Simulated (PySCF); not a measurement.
# Simulated characterisation data

PySCF 2.14.0 with density-fitted response routines calculation with structure optimised with PBE0-D3(BJ)/def2-SVP, shielding tensors at PBE0/pcSseg-1 (GIAO) and B3LYP/pcJ-1 coupling constants (spin–dipole term left out of most H,H and C,H couplings); single conformer, gas phase, no relativistic terms, rapidly exchanging positions averaged.

Referencing at the same level of theory: ¹H, ¹³C against TMS. Multiplet labels drop J under 1 Hz and among equivalent protons, and merge close values. Unscaled 3J(H,H) run several per cent high. Couplings to H on boron are left out. Carbons bonded to boron are broad in practice. Shifts are as computed. Against solution values, carbons near 30 ppm lie about +2 ppm off and those near 130 ppm about +5 ppm. Of 1313 compounds with measured shifts, 239 miss one by over three times the rms of a fit or turn the order of signals round; such compounds aren't used in these exercises.

**1.** `CO[C@H]1CCOBO1`, C₄H₉BO₃. ¹H NMR (600 MHz, computed): δ 4.58 (m, 1H), 4.27 (m, 1H), 4.16 (br, 1H), 3.74 (m, 1H), 3.48 (s, 3H), 1.69 (m, 1H), 1.60 (m, 1H). ¹³C{¹H} NMR (computed): δ 94.5, 57.9, 55.5, 34.4.

**2.** SMILES CCOB1OCCO1, C₄H₉BO₃. ¹H NMR (600 MHz, computed): δ 4.09 (s, 4H), 3.84 (q, J = 7.8 Hz, 2H), 1.15 (t, J = 7.8 Hz, 3H). ¹³C{¹H} NMR (computed): δ 67.2, 62.1, 19.2.
